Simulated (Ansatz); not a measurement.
Ansatz (an electronic-structure program) input (HF/3-21G): The .json file is the Basis Set Exchange's 3-21G.

Ansatz 0.2 input:
```yaml
crystal:
  periodic: [false, false, false]
  atoms:
    - {symbol: N, position_ang: [-1.10316688, 0.16925253, -0.15107610]}
    - {symbol: C, position_ang: [0.45027807, 0.32934436, -0.04702998]}
    - {symbol: O, position_ang: [1.07990563, -0.60796182, 0.26854773]}
    - {symbol: H, position_ang: [-1.34816404, -0.79484712, 0.08864110]}
    - {symbol: H, position_ang: [-1.58334015, 0.80097189, 0.49436856]}
    - {symbol: H, position_ang: [0.74453598, 1.33058067, -0.29219406]}
    - {symbol: H, position_ang: [-1.43177710, 0.36615523, -1.09948485]}
basis:
  gaussian:
    orbitals: 3-21G.json
hamiltonian:
  xc: {name: HF}
total_charge: 1
phonons: {temperatures: {t_min: 298.15, t_max: 298.15, t_step: 100}}
```

Output:

```
Functional definition: HF
integrals: 0.00 GiB planned
457 factors; integrals over basis functions are off by at most 5.8e-4 eV
mean field: 0.06 GiB planned
mean field evaluation 1: about -4574.7185 eV, gradient 5.0e1 eV
mean field evaluation 2: about -4574.7201 eV, gradient 5.0e1 eV
mean field evaluation 4: about -4579.5161 eV, gradient 3.9e0 eV
mean field evaluation 8: about -4579.5935 eV, gradient 5.4e-2 eV
mean field -4579.59316103 eV, -168.2969445082 hartree, gradient 2.0e-5 eV, S^2 0.000000; 0 other end points of the search recorded, 0 dependent functions left out
the calculation of the forces begins
reference -4579.59316103 eV, -168.2969445082 hartree; 12, 12 occupied and 23, 23 virtual orbitals, 457 factors
these checks for a lower state are left out or cut short: stability, starts, cluster_reference, orbital_swaps, neighbouring_geometries, increment
integrals: 0.00 GiB planned
457 factors; integrals over basis functions are off by at most 5.8e-4 eV
mean field: 0.06 GiB planned
mean field evaluation 16: about -4579.5929 eV, gradient 5.2e-6 eV
mean field -4579.59291722 eV, -168.2969355484 hartree, gradient 1.4e-6 eV, S^2 0.000000; 0 other end points of the search recorded, 0 dependent functions left out
the calculation of the forces begins
reference -4579.59291722 eV, -168.2969355484 hartree; 12, 12 occupied and 23, 23 virtual orbitals, 457 factors
these checks for a lower state are left out or cut short: stability, starts, cluster_reference, orbital_swaps, neighbouring_geometries, increment
integrals: 0.00 GiB planned
457 factors; integrals over basis functions are off by at most 5.8e-4 eV
mean field: 0.06 GiB planned
mean field -4579.59291924 eV, -168.2969356224 hartree, gradient 1.4e-6 eV, S^2 0.000000; 0 other end points of the search recorded, 0 dependent functions left out
the calculation of the forces begins
reference -4579.59291924 eV, -168.2969356224 hartree; 12, 12 occupied and 23, 23 virtual orbitals, 457 factors
these checks for a lower state are left out or cut short: stability, starts, cluster_reference, orbital_swaps, neighbouring_geometries, increment
integrals: 0.00 GiB planned
457 factors; integrals over basis functions are off by at most 5.8e-4 eV
mean field: 0.06 GiB planned
mean field evaluation 32: about -4579.5930 eV, gradient 5.2e-6 eV
mean field -4579.59297726 eV, -168.2969377549 hartree, gradient 1.4e-6 eV, S^2 0.000000; 0 other end points of the search recorded, 0 dependent functions left out
the calculation of the forces begins
reference -4579.59297726 eV, -168.2969377549 hartree; 12, 12 occupied and 23, 23 virtual orbitals, 457 factors
these checks for a lower state are left out or cut short: stability, starts, cluster_reference, orbital_swaps, neighbouring_geometries, increment
integrals: 0.00 GiB planned
457 factors; integrals over basis functions are off by at most 5.8e-4 eV
mean field: 0.06 GiB planned
mean field -4579.59297707 eV, -168.2969377477 hartree, gradient 1.5e-6 eV, S^2 0.000000; 0 other end points of the search recorded, 0 dependent functions left out
the calculation of the forces begins
reference -4579.59297707 eV, -168.2969377477 hartree; 12, 12 occupied and 23, 23 virtual orbitals, 457 factors
these checks for a lower state are left out or cut short: stability, starts, cluster_reference, orbital_swaps, neighbouring_geometries, increment
integrals: 0.00 GiB planned
457 factors; integrals over basis functions are off by at most 5.8e-4 eV
mean field: 0.06 GiB planned
mean field -4579.59277807 eV, -168.2969304346 hartree, gradient 1.4e-6 eV, S^2 0.000000; 0 other end points of the search recorded, 0 dependent functions left out
the calculation of the forces begins
reference -4579.59277807 eV, -168.2969304346 hartree; 12, 12 occupied and 23, 23 virtual orbitals, 457 factors
these checks for a lower state are left out or cut short: stability, starts, cluster_reference, orbital_swaps, neighbouring_geometries, increment
integrals: 0.00 GiB planned
457 factors; integrals over basis functions are off by at most 5.7e-4 eV
mean field: 0.06 GiB planned
mean field -4579.59277513 eV, -168.2969303264 hartree, gradient 1.4e-6 eV, S^2 0.000000; 0 other end points of the search recorded, 0 dependent functions left out
the calculation of the forces begins
reference -4579.59277513 eV, -168.2969303264 hartree; 12, 12 occupied and 23, 23 virtual orbitals, 457 factors
these checks for a lower state are left out or cut short: stability, starts, cluster_reference, orbital_swaps, neighbouring_geometries, increment
integrals: 0.00 GiB planned
457 factors; integrals over basis functions are off by at most 5.8e-4 eV
mean field: 0.06 GiB planned
mean field evaluation 64: about -4579.5931 eV, gradient 1.4e-6 eV
[...]
mean field -4579.59303111 eV, -168.2969397335 hartree, gradient 1.4e-6 eV, S^2 0.000000; 0 other end points of the search recorded, 0 dependent functions left out
the calculation of the forces begins
reference -4579.59303111 eV, -168.2969397335 hartree; 12, 12 occupied and 23, 23 virtual orbitals, 457 factors
these checks for a lower state are left out or cut short: stability, starts, cluster_reference, orbital_swaps, neighbouring_geometries, increment
integrals: 0.00 GiB planned
457 factors; integrals over basis functions are off by at most 5.8e-4 eV
mean field: 0.06 GiB planned
mean field -4579.59313692 eV, -168.2969436221 hartree, gradient 1.4e-6 eV, S^2 0.000000; 0 other end points of the search recorded, 0 dependent functions left out
the calculation of the forces begins
reference -4579.59313692 eV, -168.2969436221 hartree; 12, 12 occupied and 23, 23 virtual orbitals, 457 factors
these checks for a lower state are left out or cut short: stability, starts, cluster_reference, orbital_swaps, neighbouring_geometries, increment
integrals: 0.00 GiB planned
457 factors; integrals over basis functions are off by at most 5.8e-4 eV
mean field: 0.06 GiB planned
mean field evaluation 128: about -4579.5931 eV, gradient 6.7e-6 eV
mean field -4579.59313694 eV, -168.2969436228 hartree, gradient 1.9e-6 eV, S^2 0.000000; 0 other end points of the search recorded, 0 dependent functions left out
the calculation of the forces begins
reference -4579.59313694 eV, -168.2969436228 hartree; 12, 12 occupied and 23, 23 virtual orbitals, 457 factors
these checks for a lower state are left out or cut short: stability, starts, cluster_reference, orbital_swaps, neighbouring_geometries, increment
integrals: 0.00 GiB planned
457 factors; integrals over basis functions are off by at most 5.8e-4 eV
mean field: 0.06 GiB planned
mean field -4579.59311785 eV, -168.2969429213 hartree, gradient 1.4e-6 eV, S^2 0.000000; 0 other end points of the search recorded, 0 dependent functions left out
the calculation of the forces begins
reference -4579.59311785 eV, -168.2969429213 hartree; 12, 12 occupied and 23, 23 virtual orbitals, 457 factors
these checks for a lower state are left out or cut short: stability, starts, cluster_reference, orbital_swaps, neighbouring_geometries, increment
integrals: 0.00 GiB planned
457 factors; integrals over basis functions are off by at most 5.8e-4 eV
mean field: 0.06 GiB planned
mean field -4579.59311670 eV, -168.2969428789 hartree, gradient 1.4e-6 eV, S^2 0.000000; 0 other end points of the search recorded, 0 dependent functions left out
the calculation of the forces begins
reference -4579.59311670 eV, -168.2969428789 hartree; 12, 12 occupied and 23, 23 virtual orbitals, 457 factors
these checks for a lower state are left out or cut short: stability, starts, cluster_reference, orbital_swaps, neighbouring_geometries, increment
integrals: 0.00 GiB planned
457 factors; integrals over basis functions are off by at most 5.8e-4 eV
mean field: 0.06 GiB planned
mean field -4579.59309560 eV, -168.2969421037 hartree, gradient 1.4e-6 eV, S^2 0.000000; 0 other end points of the search recorded, 0 dependent functions left out
the calculation of the forces begins
reference -4579.59309560 eV, -168.2969421037 hartree; 12, 12 occupied and 23, 23 virtual orbitals, 457 factors
these checks for a lower state are left out or cut short: stability, starts, cluster_reference, orbital_swaps, neighbouring_geometries, increment
integrals: 0.00 GiB planned
457 factors; integrals over basis functions are off by at most 5.8e-4 eV
mean field: 0.06 GiB planned
mean field -4579.59309594 eV, -168.2969421162 hartree, gradient 1.4e-6 eV, S^2 0.000000; 0 other end points of the search recorded, 0 dependent functions left out
the calculation of the forces begins
reference -4579.59309594 eV, -168.2969421162 hartree; 12, 12 occupied and 23, 23 virtual orbitals, 457 factors
these checks for a lower state are left out or cut short: stability, starts, cluster_reference, orbital_swaps, neighbouring_geometries, increment
integrals: 0.00 GiB planned
457 factors; integrals over basis functions are off by at most 5.8e-4 eV
mean field: 0.06 GiB planned
mean field evaluation 160: about -4579.5902 eV, gradient 1.0e-1 eV
mean field -4579.59309371 eV, -168.2969420340 hartree, gradient 1.4e-6 eV, S^2 0.000000; 0 other end points of the search recorded, 0 dependent functions left out
the calculation of the forces begins
reference -4579.59309371 eV, -168.2969420340 hartree; 12, 12 occupied and 23, 23 virtual orbitals, 457 factors
these checks for a lower state are left out or cut short: stability, starts, cluster_reference, orbital_swaps, neighbouring_geometries, increment
integrals: 0.00 GiB planned
457 factors; integrals over basis functions are off by at most 5.8e-4 eV
mean field: 0.06 GiB planned
mean field -4579.59309474 eV, -168.2969420719 hartree, gradient 1.4e-6 eV, S^2 0.000000; 0 other end points of the search recorded, 0 dependent functions left out
the calculation of the forces begins
reference -4579.59309474 eV, -168.2969420719 hartree; 12, 12 occupied and 23, 23 virtual orbitals, 457 factors
these checks for a lower state are left out or cut short: stability, starts, cluster_reference, orbital_swaps, neighbouring_geometries, increment
integrals: 0.00 GiB planned
457 factors; integrals over basis functions are off by at most 5.8e-4 eV
mean field: 0.06 GiB planned
mean field -4579.59304974 eV, -168.2969404183 hartree, gradient 1.4e-6 eV, S^2 0.000000; 0 other end points of the search recorded, 0 dependent functions left out
the calculation of the forces begins
reference -4579.59304974 eV, -168.2969404183 hartree; 12, 12 occupied and 23, 23 virtual orbitals, 457 factors
these checks for a lower state are left out or cut short: stability, starts, cluster_reference, orbital_swaps, neighbouring_geometries, increment
integrals: 0.00 GiB planned
457 factors; integrals over basis functions are off by at most 5.8e-4 eV
mean field: 0.06 GiB planned
mean field -4579.59304652 eV, -168.2969402999 hartree, gradient 1.4e-6 eV, S^2 0.000000; 0 other end points of the search recorded, 0 dependent functions left out
the calculation of the forces begins
reference -4579.59304652 eV, -168.2969402999 hartree; 12, 12 occupied and 23, 23 virtual orbitals, 457 factors
these checks for a lower state are left out or cut short: stability, starts, cluster_reference, orbital_swaps, neighbouring_geometries, increment
integrals: 0.00 GiB planned
457 factors; integrals over basis functions are off by at most 5.8e-4 eV
mean field: 0.06 GiB planned
mean field evaluation 192: about -4579.5931 eV, gradient 4.7e-2 eV
mean field -4579.59314142 eV, -168.2969437875 hartree, gradient 1.4e-6 eV, S^2 0.000000; 0 other end points of the search recorded, 0 dependent functions left out
the calculation of the forces begins
reference -4579.59314142 eV, -168.2969437875 hartree; 12, 12 occupied and 23, 23 virtual orbitals, 457 factors
these checks for a lower state are left out or cut short: stability, starts, cluster_reference, orbital_swaps, neighbouring_geometries, increment
integrals: 0.00 GiB planned
457 factors; integrals over basis functions are off by at most 5.8e-4 eV
mean field: 0.06 GiB planned
mean field -4579.59314153 eV, -168.2969437915 hartree, gradient 1.4e-6 eV, S^2 0.000000; 0 other end points of the search recorded, 0 dependent functions left out
the calculation of the forces begins
reference -4579.59314153 eV, -168.2969437915 hartree; 12, 12 occupied and 23, 23 virtual orbitals, 457 factors
Total energy: -4579.59316103 eV, -168.2969445082 hartree
Atom 0 at    -1.103167     0.169253    -0.151076 Å, force    -0.000146    -0.000681     0.000172 eV/Å
Atom 1 at     0.450278     0.329344    -0.047030 Å, force    -0.000249     0.000410    -0.000135 eV/Å
Atom 2 at     1.079906    -0.607962     0.268548 Å, force     0.000024    -0.000548     0.000152 eV/Å
Atom 3 at    -1.348164    -0.794847     0.088641 Å, force    -0.000020     0.000463    -0.000128 eV/Å
Atom 4 at    -1.583340     0.800972     0.494369 Å, force     0.000229    -0.000107    -0.000248 eV/Å
Atom 5 at     0.744536     1.330581    -0.292194 Å, force    -0.000015     0.000420    -0.000116 eV/Å
Atom 6 at    -1.431777     0.366155    -1.099485 Å, force     0.000177     0.000044     0.000303 eV/Å
Dipole moment:    -1.078088     0.588079    -0.262951 e Å
Vibrations: 161.74 536.12 754.17 948.34 1170.22 1226.60 1480.79 1668.61 1795.91 1814.03 1995.94 3366.36 3477.86 3559.36 3562.38 cm⁻¹, zero-point energy 1.705926 eV
```

The blocks after the first are displaced geometries, from whose forces the wavenumbers follow.

The dipole moment of an ion depends on the origin.
